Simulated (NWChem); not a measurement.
System: CF$_{2}$GaNO; SMILES O=C=[N][Ga]([F])[F]

Here is an NWChem input.

```
start job
memory heap 200 mb stack 900 mb global 1100 mb
geometry units angstroms noautosym nocenter noautoz
  Ga    -0.071973    -0.684591    -0.000261
  F      1.321573    -1.710244    -0.000648
  F     -1.627236    -1.443246    -0.000023
  N      0.089991     1.088586    -0.000103
  C      0.176224     2.285626    -0.000050
  O      0.262531     3.447343    -0.000001
end
basis spherical
  * library cc-pvtz
end
dft
  xc b3lyp
  iterations 150
  semidirect filesize 400000000
end
property
  efieldgrad
end
task dft property
```

All runs use the structure optimised with PBE0/def2-SVP.

Vzz is the largest principal value of the second derivative of the potential at the nucleus (NWChem prints the opposite sign); η is the asymmetry. Non-relativistic.

Atoms are numbered as in the input.

Problem. Give the results of this calculation. (B3LYP/cc-pVTZ.) Quantities: Vzz Ga1 (a.u.); η Ga1; Vzz N4 (a.u.); η N4; Vzz O6 (a.u.); η O6.

Solution. 
```yaml
Vzz Ga1 (a.u.): 2.394
"η Ga1": 0.13
Vzz N4 (a.u.): 0.470
"η N4": 0.23
Vzz O6 (a.u.): 0.608
"η O6": 0.21
```
